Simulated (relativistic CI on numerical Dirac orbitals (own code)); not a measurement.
Cu²⁺ in a cubic cluster: L2,3 absorption with charge transfer

Computed with a charge-transfer multiplet model of a cubic metal-ligand cluster with up to one ligand hole, Slater and spin-orbit integrals from Dirac-Coulomb-Breit ions, Slater integrals scaled by 0.9. The ground state mixes d9 with configurations of k ligand holes L, whose averages lie at kΔ + k(k − 1)U_dd/2; a core hole lowers each added d electron by U_cd. 300 K, Lorentzian 0.4 eV and Gaussian 0.3 eV FWHM.

Atomic integrals in eV (Slater integrals scaled, ζ unscaled), ground: F2dd 12.450, F4dd 7.768, zeta_d 0.099; with the core hole: F2dd 12.450, F4dd 7.768, zeta_d 0.110, zeta_core 13.385.

Cluster parameters (eV): Δ = 2.8, U_dd = 6.4, U_cd = 7.2, 10Dq(ligand) = 1.1, V(eg) = 1.25, V(t2g) = -0.61, final-state hopping factor = 1.

```
          Case   n_d    d9  d10L     S
10Dq = 0.25 eV  9.16  0.84  0.16  0.50
10Dq = 0.85 eV  9.13  0.87  0.13  0.50
10Dq = 1.15 eV  9.12  0.88  0.12  0.50
10Dq = 1.45 eV  9.11  0.89  0.11  0.50
10Dq = 2.05 eV  9.10  0.90  0.10  0.50
```

Weights, n_d and S are thermal averages at 300 K. Photon energies count from the first peak over 30 % of the highest in each spectrum, which can be another peak from case to case. The parameters are a model scan and need not match a compound or its usual spin state. Peaks in eV (height, largest 100):
- 10Dq = 0.25 eV: 0.0 (100), 20.1 (27)
- 10Dq = 0.85 eV: 0.0 (100), 20.1 (35)
- 10Dq = 1.15 eV: 0.0 (100), 20.1 (37)
- 10Dq = 1.45 eV: 0.0 (100), 20.1 (39)
- 10Dq = 2.05 eV: 0.0 (100), 20.1 (41)

Curve for 10Dq = 2.05 eV (points under 2 left out, the grid thinned):

```tsv
E (eV)	Intensity
-1.5	2.3
-1.4	2.6
-1.3	3.0
-1.1	4.2
-1.0	5.1
-0.9	6.2
-0.8	7.9
-0.7	10.3
-0.6	14.0
-0.4	29.6
-0.3	45.3
-0.2	67.1
-0.1	89.3
0.0	100.0
0.2	70.7
0.3	48.2
0.4	31.5
0.5	21.0
0.6	14.7
0.7	10.8
0.9	6.5
1.0	5.2
1.1	4.3
1.2	3.6
1.3	3.1
1.5	2.3
1.6	2.0
19.1	2.2
19.2	2.7
19.3	3.5
19.4	4.6
19.6	9.0
19.7	13.5
19.8	20.6
19.9	30.1
20.0	38.6
20.2	36.4
20.3	27.1
20.4	18.2
20.5	11.9
20.6	8.0
20.7	5.7
20.9	3.2
21.0	2.6
21.1	2.1
```

For the case 10Dq = 1.15 eV, Δ = 2.8 eV is smaller than U_dd = 6.4 eV, the charge-transfer side of the Zaanen-Sawatzky-Allen scheme.
